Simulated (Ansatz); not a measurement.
System: AgI, charge 1, multiplicity 2. The spin state was set by rule; other spins were not relaxed. 
Geometry from a B3LYP-D3(BJ)/def2-TZVP (Ansatz, an electronic-structure program) optimisation:
```
Ag
I 1 2.7052
```
Charge +1, spin multiplicity 2.

Total electronic energies in hartree. Valence correlation only, unless marked. UHF or UKS for open shells. Spin-orbit coupling is left out. The frozen core is the preceding noble-gas configuration, with the filled d and f shells of earlier blocks. Past Kr the def2 sets carry scalar-relativistic core potentials. CBS marks a two-point X^-3 extrapolation of the correlation energy; Hartree-Fock from the larger set.

| level | program | energy (Eh) |
|---|---|---|
| HF/def2-SVPD | Ansatz | -442.51974 |
| HF/def2-TZVPP | Ansatz | -442.56215 |
| HF/def2-TZVPPD | Ansatz | -442.56229 |
| RI-HF/def2-QZVPPD | Ansatz | -442.56510 |
| r2SCAN0-D4/def2-TZVPD | Ansatz + dftd4 | ? |
| B2PLYP-D4/def2-TZVPD | Ansatz + dftd4 | -443.95031 |
| CCSD/def2-SVP | Ansatz | -442.82462 |
| CCSD/def2-QZVPP | Ansatz | -443.08403 |
| CCSD(T)/CBS(def2-TZVPPD,def2-QZVPPD) | Ansatz | -443.1419 |

Question: Fill in the missing entries.

Answer: 
- r2SCAN0-D4/def2-TZVPD, energy (Eh): -444.51999
